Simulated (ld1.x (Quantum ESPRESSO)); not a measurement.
# Varying the TM semilocal potential for Ag (Z = 47)

Base potential:

ld1.x (Quantum ESPRESSO) 7.5 input, shortened:

```
&input
   title='Ag', zed=47., rel=1, dft='BP', iswitch=3,
   config='[Kr] 4d10 5s1 5p0'
 /
 &inputp
   pseudotype=1, tm=.true., lloc=0,
   nlcc=.false.
 /
3
4P  2  1   6.00   0.00  1.25  1.25  0.0
4D  3  2  10.00   0.00  2.00  2.00  0.0
4S  1  0   2.00   0.00  1.30  1.30  0.0
 &test
   configts(1)='4s2 4p6 4d10 5s1 5p0'
 /
```

Occupied shells without a wave of their own: 5s. They enter only through the test configuration that unscreens the potential.

Cutoffs, loose and tight: the cutoffs (Ry, on a coarse ladder) from which the occupation-weighted sum of valence levels, in a spherical-Bessel basis at the reference potential, stays within 10 and 1 mRy of its value at 400 Ry. They do not see the model core or the augmentation charge, which bear on the density cutoff. Test errors are all-electron minus pseudo excitation energies from the reference, over the configurations 4s2 4p6 4d10 5s0 5p0; 4s2 4p6 4d9 5s0 5p0; 4s2 4p6 4d8 5s0 5p0; 4s2 4p6 4d9 5s1 5p0; 4s2 4p6 4d7 5s0 5p0; 4s2 4p6 4d9 5s2 5p0; 4s1 4p6 4d10 5s1 5p0. A dash means not determined; rows that change the core or the reference have their own tests.

Cutoffs are not given where the Bessel-basis levels miss the radial ones by over 6 mRy, ghosts where they miss by over 20 mRy; a channel whose overlap is not positive is not tested.

A semilocal file is local in each channel, so a ghost entry of none says nothing of the separable form that plane-wave codes build from it.

| change | outcome | cutoff, loose | cutoff, tight | bound ghosts | largest test error (meV) |
| --- | --- | --- | --- | --- | --- |
| base | generated, misses its reference levels by 0.71 eV | 100 Ry | 160 Ry | none | -2672 |
| all radii scaled by about 0.86 (s 1.12, p 1.08, d 1.72 bohr) | generated, misses its reference levels by 0.23 eV | 160 Ry | 230 Ry | none | -882 |
| all radii scaled by about 1.13 (s 1.46, p 1.40, d 2.26 bohr) | generated, misses its reference levels by 1.41 eV | 80 Ry | 120 Ry | none | -5065 |
| all radii scaled by about 1.36 (s 1.76, p 1.70, d 2.72 bohr) | generated, misses its reference levels by 4.56 eV | – | – | not determined | no test is counted, since the test run did not reproduce the reference configuration |

Q: What comes out with this change to the base: all radii scaled by about 1.22 (s 1.58, p 1.52, d 2.44 bohr)?

A: outcome: generated, misses its reference levels by 2.33 eV; cutoff, loose: 60 Ry; cutoff, tight: 90 Ry; bound ghosts: none; largest test error (meV): -8440.

Q: What comes out with this change to the base: all radii scaled by about 1.04 (s 1.34, p 1.30, d 2.08 bohr)?

A: outcome: generated, misses its reference levels by 0.85 eV; cutoff, loose: 90 Ry; cutoff, tight: 140 Ry; bound ghosts: none; largest test error (meV): -3161.

Q: What comes out with this change to the base: all radii scaled by about 0.76 (s 0.98, p 0.96, d 1.52 bohr)?

A: outcome: generated; cutoff, loose: 160 Ry; cutoff, tight: 260 Ry; bound ghosts: none; largest test error (meV): -332.

Reading the sweep of the scale of all radii (base = 1) (base included, trends over the rows without a ghost): The loose cutoff falls from 160 Ry at 0.76 to 60 Ry at 1.22. A larger radius leaves more room for a smooth pseudo-wave, so fewer plane waves are needed; a smaller one forces it to follow the all-electron wave where it bends sharply. The median size of the test errors (rows with all tests solved) rises from 118.1 meV at 0.76 to 3041.5 meV at 1.22. More of the atom is replaced by a form fitted at one configuration, so other configurations suffer as the radius grows.
